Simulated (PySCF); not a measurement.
## Te²⁺: excitation energy

Te²⁺ [Kr] 4d10 5s2 5p2 (3P) → Te²⁺ [Kr] 4d10 5s2 5p1 5d1 (high-spin determinant), as a difference of total energies. Computed with PySCF 2.14 in x2c-TZVPPall with one added diffuse shell each of s, p, d, f type (9s7p5d3f, 76 functions), with the spin-free X2C one-electron Hamiltonian (Gaussian nucleus). Correlated levels: valence: [Kr] 4d10 frozen; valence and next inner shell: [Ar] 3d10 frozen. The calculations carry no spin-orbit coupling.

| method | excitation energy (cm⁻¹) |
| --- | --- |
| UHF | 106630 |
| LDA | 99433 |
| PBE | 97756 |
| PBE0 | 100730 |
| r2SCAN | 101590 |
| HSE06 | 100420 |
| LC-wPBE | 104950 |
| TPSSh | 100030 |
| wB97M-V | 102130 |
| MP2 (valence) | 103520 |
| SCS-MP2 (valence) | 103410 |
| MP2 (valence and next inner shell) | 103730 |
| SCS-MP2 (valence and next inner shell) | 103370 |

A first-order spin-orbit estimate (lowest level to lowest level, LS coupling) adds 0.138 eV.

The promoted electron is Rydberg-like, and one or two diffuse shells describe it only roughly, which tends to raise the upper state.

The determinant of the upper state mixes LS terms, which raises its energy above the lowest term, most at the Hartree-Fock and MP2 levels.
